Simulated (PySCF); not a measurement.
Cl₃HSi, charge -1, multiplicity 2. Atoms are numbered in the order given.

```xyz
5

Si     0.1310     0.3543     0.0000
Cl    -0.0223    -1.7983     0.0000
Cl    -0.0902     0.7363    -2.2659
Cl    -0.0902     0.7363     2.2659
H      1.6113     0.5756     0.0000
```
Charge -1, spin multiplicity 2.

Geometry: r2SCAN-D4/def2-SVPD. The spin state was assumed, not searched. The isomer is the one that the SMILES or the coordinates give; other isomers of the formula were not compared.

All values below come from PBE/def2-TZVPD (PySCF).

Computed frontier levels, dipole moment and polarisability:
- α spin, highest occupied and lowest empty level: -0.03 and 2.88 eV
- β spin, highest occupied and lowest empty level: -2.53 and 1.13 eV
- dipole moment about the centre of nuclear charge: 0.67 D
- mean static polarisability: 103.5 bohr³ (15.34 Å³)
- polarisability, principal values: 75.0, 96.9, 138.5 bohr³
- ⟨S²⟩: 0.752 (pure state 0.75)
